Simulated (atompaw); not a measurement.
Which change was made? (Zn, PAW (atompaw))

* Element: zinc (Zn)
* Generator: atompaw 4.2.0.5
* Type: PAW
* Functional: PBEsol
* Relativity: scalar-relativistic
* Frozen core: [Ne] 3s2
* Valence charge: 18
* Reference configuration: 3p6 3d10 4s2 4p0
* Partial waves: 4s (bound): rc 2.05 bohr; 4s channel at 1 Ry: rc 2.05 bohr; 3p (bound): rc 1.05 bohr; 4p (bound, empty): rc 2.05 bohr; 3d (bound): rc 1.50 bohr; 3d channel at 2.4 Ry: rc 1.50 bohr
* Local potential: troulliermartins scheme with l = 3 at 0 Ry, radius 1.40 bohr
* Core correction: smooth core density matched at 1.10 bohr
* Augmentation charge: sinc compensation charge, radius 1.75 bohr; PAW radius 2.05 bohr; waves and projectors: custom rrkj vanderbiltortho

Cutoffs, loose and tight: the cutoffs (Ry, on a coarse ladder) from which the occupation-weighted sum of valence levels, in a spherical-Bessel basis at the reference potential, stays within 10 and 1 mRy of its value at 400 Ry. They see the waves, projectors and local potential, not the compensation charge or the core.

The base gives: outcome: generated; cutoff, loose: 80 Ry; cutoff, tight: 140 Ry; bound ghosts: s.

**Question.** After one change the result is: outcome: generated; cutoff, loose: 90 Ry; cutoff, tight: 140 Ry; bound ghosts: none. Which change was it?
A. core [Ar], valence charge 12; reference 3d10 4s1 4p0; waves now 4s (bound): rc 2.60 bohr; 4s channel at -0.35 Ry: rc 2.60 bohr; 4p (bound): rc 2.60 bohr; 4p channel at 3.3 Ry: rc 2.60 bohr; 3d (bound): rc 1.45 bohr; 3d channel at 1.25 Ry: rc 1.45 bohr; local potential troulliermartins scheme with l = 3 at 0 Ry, radius 1.75 bohr; core correction smooth core density matched at 2.40 bohr; augmentation sinc compensation charge, radius 1.95 bohr; PAW radius 2.60 bohr; waves and projectors: custom rrkj vanderbiltortho
B. all radii scaled by about 0.93 (s 1.92, p 0.98, d 1.40 bohr); local potential troulliermartins scheme with l = 3 at 0 Ry, radius 1.30 bohr; augmentation sinc compensation charge, radius 1.64 bohr; PAW radius 1.92 bohr; waves and projectors: custom rrkj vanderbiltortho; core correction smooth core density matched at 1.02 bohr
C. local potential bessel scheme, radius 1.40 bohr

**Answer.** C. The others give: core [Ar], valence charge 12; reference 3d10 4s1 4p0; waves now 4s (bound): rc 2.60 bohr; 4s channel at -0.35 Ry: rc 2.60 bohr; 4p (bound): rc 2.60 bohr; 4p channel at 3.3 Ry: rc 2.60 bohr; 3d (bound): rc 1.45 bohr; 3d channel at 1.25 Ry: rc 1.45 bohr; local potential troulliermartins scheme with l = 3 at 0 Ry, radius 1.75 bohr; core correction smooth core density matched at 2.40 bohr; augmentation sinc compensation charge, radius 1.95 bohr; PAW radius 2.60 bohr; waves and projectors: custom rrkj vanderbiltortho → outcome: generated; cutoff, loose: 50 Ry; cutoff, tight: 90 Ry; bound ghosts: none | all radii scaled by about 0.93 (s 1.92, p 0.98, d 1.40 bohr); local potential troulliermartins scheme with l = 3 at 0 Ry, radius 1.30 bohr; augmentation sinc compensation charge, radius 1.64 bohr; PAW radius 1.92 bohr; waves and projectors: custom rrkj vanderbiltortho; core correction smooth core density matched at 1.02 bohr → outcome: generated; cutoff, loose: 100 Ry; cutoff, tight: 160 Ry; bound ghosts: s.
